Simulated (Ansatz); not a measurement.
Ge(OMe)H3 (CH₆GeO). Charge 0, multiplicity 1. Geometry PBE-D4/def2-TZVP, basis def2-TZVP, Ansatz.

```tsv
atom	x (Å)	y (Å)	z (Å)
Ge1	-0.562	1.061	0.664
O2	-0.181	-0.699	0.558
C3	0.535	-1.124	-0.596
H4	-0.020	-0.926	-1.532
H5	0.687	-2.211	-0.512
H6	1.528	-0.643	-0.674
H7	0.766	1.867	0.652
H8	-1.322	1.208	1.997
H9	-1.432	1.466	-0.558
```

```csv
run,HOMO (eV),LUMO (eV)
A,-9.19,1.21
B,-7.99,0.45
C,-10.21,2.28
D,-6.19,-0.64
E,-11.69,3.32
F,-10.14,2.01
```

Q: The runs used CAM-B3LYP, HF, PBE, r2SCAN0, ωB97M-V, ωB97X-V. Estimate which is which.

A: A CAM-B3LYP (range-separated); B r2SCAN0 (25 % exact exchange); C ωB97X-V (range-separated); D PBE (0 % exact exchange); E HF (100 % exact exchange); F ωB97M-V (range-separated). Exact exchange lowers occupied and raises empty levels; among semilocal functionals meta-GGAs tend to open the gap a little, and such runs are hard to tell apart. The gap grows from 5.54 eV (PBE) to 15.01 eV (HF).
